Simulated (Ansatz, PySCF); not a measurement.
This singlet lies 0.90 eV below the relaxed triplet at the level frozen-core CCSD(T)/cc-pVTZ // PBE0-D3(BJ)/def2-TZVP (Ansatz, a quantum-chemistry and plane-wave program).

CH₃NSi₂, SMILES `[C-]#[N+][Si][SiH3]` (lower singlet) (charge 0, multiplicity 1)

Computed with PySCF 2.14.0 with PBE0-D3(BJ)/def2-TZVP.

- HOMO = -6.87 eV
- dipole moment = 2.68 D
- HOMO–LUMO gap = 3.17 eV
- LUMO = -3.70 eV
- total energy = -673.2616 Ha
- cost = very roughly 26 core-seconds

Bond lengths (Å): C1–N2 1.179, N2–Si3 1.754, Si3–Si4 2.408, Si4–H5 1.490, Si4–H6 1.490, Si4–H7 1.488. Angles (°): C1–N2–Si3 173.0, N2–Si3–Si4 91.8, Si3–Si4–H5 108.6, Si3–Si4–H6 108.5, Si3–Si4–H7 112.4, H5–Si4–H6 109.1, H5–Si4–H7 109.1, H6–Si4–H7 109.1.
Charge 0, spin multiplicity 1.
